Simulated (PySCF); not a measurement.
Bonds (- single, = double, # triple, : aromatic): C1#C2, C2-Si3, Si3-O4, Si3-O5, Si3-O6, O6-Si7, Si7-N8, N8=C9. C1 carries H10; O4 carries H11; O5 carries H12; Si7 carries H13, H14; C9 carries H15, H16. H15 is cis to Si7; H16 is trans to Si7.

Calculated, not measured (PySCF): NMR shieldings at PBE0/pcSseg-1/GIAO, geometry: GFN2-xTB. Equivalent nuclei averaged, non-relativistic Hamiltonian, single conformer, isolated molecule.

Problem. Predict the 2D correlation tables (HSQC, COSY, HMBC).

Solution. 

HSQC (one-bond C–H):
| δH | δC |
| --- | --- |
| 9.13 (H15) | 175.6 (C9) |
| 8.74 (H16) | 175.6 (C9) |
| 1.67 (H10) | 96.8 (C1) |

COSY cross peaks (H two or three bonds apart, from the bond graph; peaks can be absent where the dihedral angle is near 90°):
| δH | δH |
| --- | --- |
| 9.13 (H15) | 8.74 (H16) |

HMBC (two and three bonds, from the bond graph):
| δH | δC |
| --- | --- |
| 5.30 (H13/H14) | 175.6 (C9) |
| 1.67 (H10) | 88.6 (C2) |

Scale: ¹H, ¹³C against TMS (reference shieldings calculated alike).

OH and NH positions are those of a molecule without intermolecular hydrogen bonds; in solution they move with solvent, concentration and temperature, and exchange usually removes their couplings. Shifts are as computed. Against solution values, carbons near 30 ppm lie about +3 ppm off and those near 130 ppm about +5 ppm. Of 1309 compounds with measured shifts, 239 miss one by over three times the rms of a fit or turn the order of signals round; such compounds aren't used in these exercises.
